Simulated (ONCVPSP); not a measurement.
**What one change does to a pseudopotential (I (Z = 53), ONCV)**

* Element: iodine
* Generator: ONCVPSP 4.0.1
* Type: optimised norm-conserving Vanderbilt (ONCV)
* Functional: LDA (Perdew-Wang 92)
* Relativity: scalar-relativistic
* Frozen core: [Kr]
* Valence charge: 17
* Reference configuration: 4d10 5s2 5p5
* Partial waves: 5s: rc 1.55 bohr, ncon 4, nbas 8, qcut 3.7 1/bohr, 2 projectors, debl 4 Ha; 5p: rc 1.90 bohr, ncon 3, nbas 7, qcut 4.9 1/bohr, 2 projectors, debl 2.3 Ha; 4d: rc 0.95 bohr, ncon 3, nbas 7, qcut 8.6 1/bohr, 3 projectors, debl 2.5 Ha
* Local potential: polynomial inside 0.90 bohr (lpopt 5, dvloc0 2 Ha)
* Core correction: Teter function, fcfact 5.5, rcfact 1.6

Change: core correction none.

Cutoffs: the cutoffs (Ha) at which the residual kinetic energy of the hardest occupied pseudo-wave falls to 1 and 0.1 mHa per electron; they do not see the model core or the augmentation charge, which bear on the density cutoff. Errors are all-electron minus pseudo energies relative to the spin-unpolarised reference configuration.

Task: Predict the effect on cutoff, ghosts and configuration errors.

Result: The potential gets neither clearly harder nor softer (191 Ha and 294 Ha → 191 Ha and 294 Ha); both files keep a bound ghost (p, s); of the 4 tests that both files solve, the error grows in 1 and shrinks in 2 by more than 15 % and 0.3 meV (median size 3.5 → 2.9 meV).

| quantity | base | changed |
| --- | --- | --- |
| cutoff, loose | 191 Ha | 191 Ha |
| cutoff, tight | 294 Ha | 294 Ha |
| bound ghosts | s, p | s, p |
| GHOST(+) flags under 300 eV | s at 172.2 eV | s at 172.2 eV |
| error for 4d10 5s2 5p4, meV [ΔE 11.30 eV] | -2.6 | -2.4 |
| error for 4d10 5s2 5p3, meV [ΔE 31.36 eV] | -4.5 | -2.9 |
| error for 4d10 5s2 5p2, meV [ΔE 60.97 eV] | -1.6 | +4.8 |
| error for 4d10 5s1 5p5, meV [ΔE 22.37 eV] | -5.4 | -2.9 |
| s: phases at 1.57 bohr within 0.05 rad from the reference energy up to (Ha; the scan ends near 5) | to the end of the scan | to the end of the scan |
| p: phases at 1.93 bohr within 0.05 rad from the reference energy up to (Ha; the scan ends near 5) | 4.6 | 4.6 |
| d: phases at 0.96 bohr within 0.05 rad from the reference energy up to (Ha; the scan ends near 5) | to the end of the scan | to the end of the scan |

 A true bound ghost makes a file unfit for plane-wave use even where its test errors are small: the radial tests pick states by their node count and pass the ghost by.
